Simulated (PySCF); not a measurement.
Species: 2-(methoxymethoxy)ethanol, C₄H₁₀O₃.
Atom-mapped SMILES: `[CH3:1][O:2][CH2:3][O:4][CH2:5][CH2:6][OH:7]` (hydrogens: H8, H9, H10 on C1; H11, H12 on C3; H13, H14 on C5; H15, H16 on C6; H17 on O7)

A PySCF run (density fitting, gas phase, GFN2-xTB geometry) gave HOMO -7.70 eV, LUMO 1.51 eV, dipole 1.89 D and E = -383.614 Eh.

Problem. Which of these levels was it?
A. HCTH407/def2-SVPD
B. PBE0/STO-3G
C. PBE0/def2-SVPD
D. PBE0/pcSseg-1

Solution. D. It is PBE0/pcSseg-1. All candidates on this geometry:

| level and settings | kind | basis functions | SCF cycles | E (Eh) | HOMO (eV) | LUMO (eV) | dipole (D) |
| --- | --- | --- | --- | --- | --- | --- | --- |
| HCTH407/def2-SVPD, fitting basis def2-universal-jkfit | GGA | 229 | 12 | -383.7854 | -6.49 | -0.44 | 1.78 |
| PBE0/def2-SVPD | global hybrid | 229 | 13 | -383.4011 | -7.91 | 0.62 | 1.86 |
| PBE0/pcSseg-1 | global hybrid | 169 | 13 | -383.6136 | -7.70 | 1.51 | 1.89 |
| PBE0/STO-3G | global hybrid | 45 | 11 | -378.6662 | -4.02 | 8.19 | 1.40 |

The nearest other candidate, by the summed differences of HOMO and LUMO, is PBE0/def2-SVPD: its HOMO differs by -0.21 eV and its LUMO by -0.89 eV. Cycle counts include a coarse-grid stage where the run had one.
